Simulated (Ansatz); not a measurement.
`F[CH2][SnH2][SH]` + HCl → `[SH][SnH2][Cl]` + `CF` at 700 K and 1 bar (ligand exchange at the Sn–C bond).

Calculated with Ansatz (gas phase, PBE0-D4/def2-TZVP geometries, no zero-point term in ΔE). CCSD(T)/CBS adds triple-zeta CCSD(T) − MP2 to the extrapolated MP2 energy (def2 sets, frozen cores). This one scheme is used for every species. def2 core potentials past Kr. For Sn outer-core shells are correlated without core-valence functions, which leaves a few kJ/mol of doubt a bond. Each species was taken in one conformer, which may not be the lowest.

```json
{"species": "`F[CH2][SnH2][SH]`", "CCSD(T)/CBS energy (Eh)": "-752.64602", "H − E (kJ/mol)": "211.5", "S (J/(mol·K))": "479.8"}
{"species": "HCl", "CCSD(T)/CBS energy (Eh)": "-460.38127", "H − E (kJ/mol)": "38.4", "S (J/(mol·K))": "211.8"}
{"species": "`[SH][SnH2][Cl]`", "CCSD(T)/CBS energy (Eh)": "-1073.44145", "H − E (kJ/mol)": "120.7", "S (J/(mol·K))": "417.4"}
{"species": "`CF`", "CCSD(T)/CBS energy (Eh)": "-139.63461", "H − E (kJ/mol)": "133.6", "S (J/(mol·K))": "263.9"}
```

H − E and S are ideal-gas, rigid-rotor, harmonic terms from PBE0-D4/def2-TZVP, for one conformer and one mirror image of each species. 1 Eh = 2625.50 kJ/mol, R = 8.31446 J/(mol·K).

Task: By hand: ΔE, ΔH, ΔS and ΔG.

Result: ΔE = (-1073.44145) + (-139.63461) − (-752.64602) − (-460.38127) = -0.04877 Eh = -128.0 kJ/mol. Δ(H − E) = 120.7 + 133.6 − 211.5 − 38.4 = 4.4, so ΔH = -123.6 kJ/mol. ΔS = 417.4 + 263.9 − 479.8 − 211.8 = -10.3 J/(mol·K). ΔG = -123.6 − 700 × (-10.3)/1000 = -116.4 kJ/mol.

Task: By hand: the equilibrium constant, and the temperature at which ΔG would vanish if ΔH and ΔS stayed fixed.

Result: log₁₀ K = −ΔG/(RT ln 10) = 8.7. ΔG = 0 at ΔH/ΔS = 12000 K, far beyond where these terms or the molecules hold.

The number of gas molecules stays the same, so ΔS is small and ΔH decides. A doubt of 5 kJ/mol in ΔE shifts log₁₀ K by 0.4 here. Other conformers and mirror images would add mixing entropy, several J/(mol·K) or more a flexible species. Modes under 60 cm⁻¹, often nearly free rotors, make the harmonic entropy too high. These are equilibria of isolated gas molecules and say nothing of rates. Largest T1 diagnostic: 0.012 (customary marks: 0.02 for closed shells, 0.045 for open ones).
